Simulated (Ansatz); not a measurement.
`CCB(F)Cl` + `O=C=[N][In]([Cl])[Cl]` → `O=C=NB(F)Cl` + `C[CH2][In]([Cl])[Cl]`  (redistribution)

Computed with Ansatz on PBE0-D4/def2-TZVP structures; ΔE is electronic, products minus reactants. CBS: MP2 limit from def2 TZ/QZ plus the TZ coupled-cluster correction, frozen cores. Functionals use def2-TZVPP. Elements past krypton have def2 core potentials. For In outer-core shells are correlated without core-valence functions, which leaves a few kJ/mol of doubt a bond. Each species was taken in one conformer, which may not be the lowest.

| level | ΔE (kcal/mol) |
| --- | --- |
| revPBE-D4 | -10.0 |
| B97M-V | -7.7 |
| BHLYP-D4 | -7.7 |
| BLYP | -10.8 |
| RPA@PBE/def2-TZVPP | -6.8 |
| CCSD(T)/def2-SVP | -7.3 |
| MP2/def2-QZVPP | -8.0 |
| SCS-MP2/def2-QZVPP | -7.0 |

Task: What does CCSD(T)/CBS give? (Estimate.)

Result: The calculation gave: -6.7 kcal/mol. The listed levels differ from it by -3.3, -1.0, -1.0, -4.1, -0.1, -0.6, -1.3, -0.3 kcal/mol.

Largest T1 diagnostic among the species: 0.015.

In def2-TZVPP, CCSD(T) changes the Hartree–Fock value by −3.3 kcal/mol (the triples alone add −0.4 kcal/mol) and MP2 by −4.6 kcal/mol. From r2SCAN to r2SCAN0 (25 % exact exchange), in def2-TZVPP and without D4, ΔE moves by +0.9 kcal/mol. Leaving LDA and LC-ωPBE aside and taking each functional with its dispersion term where it has one, the values, not all of them listed here, spread over 4.6 kcal/mol, from BLYP-D4 to ωB97X-V. LDA lies −1.8 kcal/mol from PBE without D4.
